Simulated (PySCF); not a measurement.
Input file for PySCF: R-M06-2X/def2-TZVPP on C2H6FGa (SMILES [CH3][Ga]([CH3])[F]), a point of a torsion scan.

```python
from pyscf import gto, dft

mol = gto.M(
    atom='''
    C    -1.85780611   -0.49358960   -0.02233760
    Ga   -0.06750008    0.46942759    0.18453836
    C     1.93579415    0.08576639    0.30406876
    F    -0.34100455    2.21765824    0.29935002
    H    -1.89534383   -1.05817303   -0.95457723
    H    -2.64023661    0.26722138   -0.02929245
    H    -2.03270782   -1.18258570    0.80459456
    H     2.22634828   -0.75995750   -0.31860718
    H     2.21813381   -0.12799774    1.33620044
    H     2.46489379    0.98237301   -0.02334356
    ''',
    basis='def2-tzvpp',
    charge=0, spin=0, verbose=4, max_memory=1800)
mf = dft.RKS(mol, xc='m062x').density_fit(auxbasis='def2-universal-jkfit')
mf.grids.level = 4
mf.conv_tol = 1e-9
mf.max_cycle = 150
mf.kernel()
mf.dip_moment()
```

Task: What total energy does the run end on?

Result: -2104.5712 hartree.
